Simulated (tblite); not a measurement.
A geometry optimisation, step by step.

C6H7FSSi.
Numbering: `[CH:1]#[C:2][C:3]1=[CH:4][S:5][C@@H:6]([F:7])[SiH2:8][CH2:9]1` (hydrogens: H10 on C1; H11 on C4; H12 on C6; H13, H14 on Si8; H15, H16 on C9)

Computed with GFN2-xTB (tblite), gas phase: L-BFGS steps from a force-field or distance-geometry start until the largest atomic force falls under 0.01 eV/Å. 5 of its 129 geometries are shown.

Step 0: E = -707.4573 eV, largest atomic force 2.310 eV/Å
```
atom  x, y, z in Å  |  force x, y, z in eV/Å
C1      3.470   -0.191    0.422   -2.186   0.480  -0.571
C2      2.320    0.072    0.102    1.206  -0.378   0.407
C3      0.962    0.350   -0.273    0.820   0.144  -0.194
C4      0.427    1.550   -0.011   -0.690  -0.575   0.046
S5     -1.286    1.823   -0.508    0.474   1.315  -0.232
C6     -2.220    0.554    0.424    0.721  -0.199   0.909
F7     -3.530    0.483    0.040    0.389   0.407   0.304
Si8    -1.298   -1.060    0.122   -0.447  -1.666   0.341
C9      0.174   -0.720   -0.977    0.907  -0.018   0.210
H10     4.454   -0.408    0.714   -0.004   0.012  -0.041
H11     0.980    2.322    0.502   -0.348   0.149  -0.202
H12    -2.080    0.818    1.501   -0.874   0.168  -0.596
H13    -0.820   -1.587    1.415   -0.049   0.122  -0.079
H14    -2.205   -2.008   -0.523   -0.048   0.048  -0.015
H15    -0.179   -0.381   -1.968    0.491  -0.251   0.335
H16     0.824   -1.608   -0.993   -0.362   0.244  -0.622
```

Step 32: E = -707.8801 eV, largest atomic force 0.039 eV/Å
```
atom  x, y, z in Å  |  force x, y, z in eV/Å
C1      3.432   -0.171    0.418    0.004  -0.002   0.002
C2      2.307    0.103    0.096   -0.001  -0.011   0.009
C3      0.973    0.361   -0.281   -0.009   0.012  -0.021
C4      0.420    1.557   -0.032   -0.005   0.014   0.004
S5     -1.254    1.960   -0.365   -0.002   0.011   0.009
C6     -2.124    0.541    0.453   -0.012  -0.037   0.000
F7     -3.404    0.515   -0.042    0.007   0.003  -0.006
Si8    -1.298   -1.182    0.159   -0.017   0.005   0.021
C9      0.206   -0.753   -0.924   -0.020  -0.013   0.009
H10     4.417   -0.393    0.704    0.015   0.007  -0.012
H11     0.993    2.385    0.354    0.017  -0.007   0.012
H12    -2.214    0.818    1.508   -0.008   0.004  -0.006
H13    -0.878   -1.704    1.462   -0.005   0.018  -0.009
H14    -2.279   -2.012   -0.531    0.013   0.008  -0.001
H15    -0.159   -0.405   -1.895    0.013  -0.008  -0.007
H16     0.854   -1.611   -1.095    0.011  -0.007  -0.005
```

Step 64: E = -707.9086 eV, largest atomic force 0.183 eV/Å
```
atom  x, y, z in Å  |  force x, y, z in eV/Å
C1      3.558   -0.066    0.156   -0.181   0.011  -0.024
C2      2.383    0.122   -0.030    0.105  -0.145  -0.037
C3      0.992    0.309   -0.233    0.082   0.079   0.092
C4      0.475    1.482    0.161    0.017  -0.003   0.012
S5     -1.173    2.050    0.166   -0.141  -0.075   0.024
C6     -2.242    0.560    0.367   -0.025   0.078  -0.041
F7     -3.245    0.623   -0.580    0.139  -0.024   0.031
Si8    -1.359   -1.150    0.210   -0.012   0.063   0.054
C9      0.199   -0.820   -0.827    0.124   0.050  -0.001
H10     4.584   -0.220    0.330   -0.130   0.027  -0.048
H11     1.128    2.257    0.530    0.022   0.048   0.003
H12    -2.742    0.707    1.332    0.018  -0.027  -0.074
H13    -0.997   -1.559    1.569    0.020   0.006   0.016
H14    -2.336   -2.029   -0.424    0.038   0.003  -0.040
H15    -0.071   -0.561   -1.856   -0.057   0.033   0.045
H16     0.840   -1.697   -0.884   -0.019  -0.122  -0.012
```

Step 96: E = -708.0168 eV, largest atomic force 0.018 eV/Å
```
atom  x, y, z in Å  |  force x, y, z in eV/Å
C1      3.562   -0.003   -0.236   -0.010   0.009  -0.007
C2      2.375    0.164   -0.154    0.010  -0.003   0.013
C3      0.969    0.295   -0.069    0.009  -0.013  -0.005
C4      0.470    1.405    0.489   -0.001   0.001   0.003
S5     -1.178    1.910    0.782    0.014   0.006   0.005
C6     -2.243    0.571    0.172    0.000  -0.007   0.002
F7     -2.529    0.762   -1.166   -0.002   0.012   0.005
Si8    -1.409   -1.151    0.367   -0.003  -0.004  -0.005
C9      0.174   -0.853   -0.633   -0.006  -0.013  -0.005
H10     4.602   -0.125   -0.307   -0.012   0.000  -0.002
H11     1.141    2.174    0.845   -0.004   0.013  -0.007
H12    -3.186    0.704    0.707    0.003  -0.005  -0.002
H13    -1.168   -1.365    1.793   -0.005   0.003  -0.001
H14    -2.297   -2.131   -0.251    0.001  -0.003  -0.006
H15    -0.103   -0.612   -1.665    0.002   0.005  -0.006
H16     0.811   -1.736   -0.683    0.005  -0.002   0.017
```

Step 128: E = -708.0190 eV, largest atomic force 0.010 eV/Å
```
atom  x, y, z in Å  |  force x, y, z in eV/Å
C1      3.560    0.035   -0.308    0.002   0.004   0.000
C2      2.375    0.182   -0.177   -0.002  -0.004   0.001
C3      0.970    0.286   -0.046   -0.003   0.003   0.002
C4      0.471    1.396    0.511    0.004  -0.002   0.005
S5     -1.171    1.887    0.851   -0.007  -0.005  -0.005
C6     -2.240    0.586    0.168    0.004  -0.003   0.000
F7     -2.481    0.826   -1.170    0.000  -0.001   0.000
Si8    -1.440   -1.151    0.353    0.003  -0.002  -0.002
C9      0.189   -0.887   -0.578    0.004   0.002   0.001
H10     4.598   -0.071   -0.415    0.001   0.002  -0.002
H11     1.142    2.178    0.838    0.006   0.000  -0.002
H12    -3.196    0.718    0.679    0.001   0.003   0.001
H13    -1.263   -1.393    1.785   -0.005   0.002  -0.001
H14    -2.316   -2.108   -0.318   -0.001   0.001   0.002
H15    -0.032   -0.703   -1.635   -0.002   0.003   0.001
H16     0.827   -1.772   -0.548   -0.004  -0.003   0.000
```

Problem. Summarise the path.

Solution. The energy falls by 0.5616 eV from step 0 to step 128; nine tenths of that is first reached at step 73. It rises by more than 0.2 meV at steps 53, 56, 59, 62 and 65. The largest force goes from 2.310 to 0.010 eV/Å. Among the bonds C4–S5 changes most, from 1.804 to 1.748 Å; the atoms move by 0.802 Å rms after alignment.

Problem. Follow the three bonds and two angles with the largest change from start to end.

Solution. 
| step | E above end (eV) | largest force (eV/Å) | C4–S5 (Å) | C6–Si8 (Å) | Si8–C9 (Å) | C3–C4–S5 (°) | S5–C4–H11 (°) |
| --- | --- | --- | --- | --- | --- | --- | --- |
| 0 | 0.5616 | 2.310 | 1.804 | 1.884 | 1.868 | 117.4 | 120.6 |
| 6 | 0.1775 | 0.249 | 1.760 | 1.929 | 1.898 | 122.9 | 114.8 |
| 11 | 0.1562 | 0.130 | 1.759 | 1.932 | 1.908 | 123.5 | 113.6 |
| 17 | 0.1454 | 0.099 | 1.757 | 1.931 | 1.905 | 123.9 | 114.3 |
| 22 | 0.1415 | 0.079 | 1.754 | 1.934 | 1.902 | 123.7 | 114.1 |
| 28 | 0.1394 | 0.038 | 1.754 | 1.930 | 1.903 | 124.1 | 113.8 |
| 33 | 0.1387 | 0.036 | 1.755 | 1.932 | 1.903 | 124.3 | 113.5 |
| 39 | 0.1379 | 0.043 | 1.755 | 1.933 | 1.902 | 124.6 | 113.6 |
| 45 | 0.1365 | 0.041 | 1.752 | 1.929 | 1.901 | 125.3 | 113.1 |
| 50 | 0.1331 | 0.075 | 1.753 | 1.930 | 1.898 | 126.8 | 112.2 |
| 56 | 0.1286 | 0.568 | 1.750 | 1.928 | 1.905 | 130.6 | 109.9 |
| 61 | 0.1152 | 0.140 | 1.745 | 1.930 | 1.901 | 130.1 | 110.1 |
| 67 | 0.1008 | 0.202 | 1.744 | 1.931 | 1.901 | 131.1 | 109.3 |
| 72 | 0.0628 | 0.189 | 1.751 | 1.927 | 1.902 | 131.7 | 108.4 |
| 78 | 0.0206 | 0.189 | 1.747 | 1.921 | 1.894 | 131.8 | 108.4 |
| 83 | 0.0081 | 0.126 | 1.747 | 1.920 | 1.895 | 131.7 | 109.1 |
| 89 | 0.0033 | 0.061 | 1.748 | 1.922 | 1.896 | 131.3 | 108.7 |
| 95 | 0.0023 | 0.020 | 1.748 | 1.923 | 1.896 | 131.3 | 108.9 |
| 100 | 0.0020 | 0.016 | 1.748 | 1.922 | 1.896 | 131.5 | 108.7 |
| 106 | 0.0017 | 0.014 | 1.748 | 1.922 | 1.896 | 131.4 | 108.8 |
| 111 | 0.0013 | 0.033 | 1.748 | 1.923 | 1.895 | 131.5 | 108.9 |
| 117 | 0.0005 | 0.032 | 1.748 | 1.920 | 1.896 | 131.4 | 108.8 |
| 122 | 0.0001 | 0.014 | 1.748 | 1.921 | 1.896 | 131.6 | 108.8 |
| 128 | 0.0000 | 0.010 | 1.748 | 1.922 | 1.896 | 131.6 | 108.7 |

What follows is the cost of the whole relaxation. On one thread of an Arm Neoverse N1, shared host, this took 1.9 s wall.
